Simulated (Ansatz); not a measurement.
`C=[CH][Ga]([CH3])[F]`, charge 0, multiplicity 1.

Task: Give a relaxed structure at PBE0-D4/def2-TZVP (Ansatz 0.2.0). (Best estimate.)

Result: The calculation gave: 
```xyz
11

C    -1.627    0.502   -1.726
C    -0.701   -0.300   -1.201
Ga    0.195    0.207    0.442
C     1.567   -0.561    1.593
F    -0.414    1.774    1.011
H    -1.897    1.442   -1.253
H    -2.155    0.255   -2.645
H    -0.470   -1.231   -1.714
H     2.409    0.130    1.668
H     1.929   -1.521    1.225
H     1.164   -0.697    2.599
```
Point group Cs.
This is one stationary point; other conformers may exist.
